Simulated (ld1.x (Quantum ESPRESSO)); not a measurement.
## An all-electron radial function and its pseudo partner (Be (Z = 4))

Columns: radius, all-electron u(r) and pseudo u(r) of the 2p shell (level -2.10 eV) of beryllium in the configuration [He] 2s2 2p0; LDA (PZ), scalar-relativistic, TM scheme, ld1.x (Quantum ESPRESSO) 7.5.

```
r (bohr)  all-electron  pseudo
   0.210        0.0463  0.0150
   0.420        0.1329  0.0584
   0.630        0.2230  0.1251
   0.840        0.3037  0.2074
   1.050        0.3717  0.2958
   1.260        0.4265  0.3808
   1.470        0.4685  0.4541
   1.680        0.4985  0.5102
   1.890        0.5179  0.5467
   2.100        0.5281  0.5643
   2.310        0.5306  0.5662
   2.520        0.5268  0.5564
   2.730        0.5179  0.5394
   2.940        0.5051  0.5185
   3.150        0.4891  0.4962
   3.360        0.4709  0.4739
   3.570        0.4511  0.4520
   3.780        0.4302  0.4303
   3.990        0.4086  0.4086
   4.200        0.3868  0.3868
   4.410        0.3650  0.3650
   4.620        0.3435  0.3435
   4.830        0.3224  0.3224
   5.040        0.3020  0.3020
   5.250        0.2823  0.2823
   5.460        0.2634  0.2634
```

Problem. How many radial nodes do the two functions have?

Solution. The all-electron 2p function has n − l − 1 = 0; the pseudo-wave has 0.

Problem. At about which radius was the pseudo-wave matched?

Solution. 4.20 bohr. The columns agree to 0.0005 from 3.78 bohr on; several derivatives are matched, so the curves merge somewhat inside the radius.

Problem. Where does each function peak?

Solution. Outermost all-electron maximum near 2.31 bohr, pseudo maximum near 2.31 bohr (to the table’s step).

Problem. Is the pseudo-wave norm-conserving?

Solution. Yes: the TM scheme keeps the norm inside the radius equal to the all-electron one, which fixes the energy derivative of the logarithmic derivative at the level.
